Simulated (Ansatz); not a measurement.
Mo(NH)2(OH)2 (MoN₂O₂H₄), relaxed as a singlet with RKS B3LYP-D4/def2-SVP in Ansatz, starting from the GFN2-xTB geometry. Force threshold 0.02 eV/Å.

In the def2 sets Mo takes a core potential; there is no spin–orbit coupling. The restricted singlet is unstable towards broken spin symmetry in Hartree–Fock (as tested in another run); at B3LYP-D4/def2-SVP this wasn't settled.

Start:

```xyz
9

Mo   -0.039   -0.027    0.066
N     0.289    1.645   -0.265
H     0.559    2.557   -0.607
N     0.569   -1.019   -1.222
H     0.973   -1.441   -2.047
O    -1.826   -0.253    0.174
H    -2.775   -0.273    0.030
O     0.806   -0.488    1.593
H     1.444   -0.700    2.278
```

Question: Estimate the energy that the relaxation releases and the steps that it takes.

Answer: 0.53 eV, in 14 steps; 29 s on 4 threads of Arm Neoverse V1 on a shared host. No frequencies were taken in this run, so the end may be a saddle point.

Question: Does the start keep its bonding and symmetry?

Answer: By distances, no bond broke or formed. The bond that changes most is Mo1–O6, from 1.80 to 1.90 Å (atoms count from 1). Point group C2v at the start, C2 at the end, both within 0.05 Å.

Question: Predict the relaxed structure.

Answer: 
```csv
atom,x (Å),y (Å),z (Å)
Mo1,-0.054,-0.039,0.093
N2,0.085,1.640,-0.318
H3,0.380,2.443,-0.871
N4,0.722,-1.052,-1.082
H5,1.237,-1.264,-1.935
O6,-1.891,-0.526,0.134
H7,-2.568,0.155,0.245
O8,0.787,-0.278,1.781
H9,1.300,-1.080,1.954
```
Bond lengths: 2 × Mo–N 1.73 Å; 2 × Mo–O 1.90 Å; 2 × H–N 1.02 Å; 2 × H–O 0.97 Å.
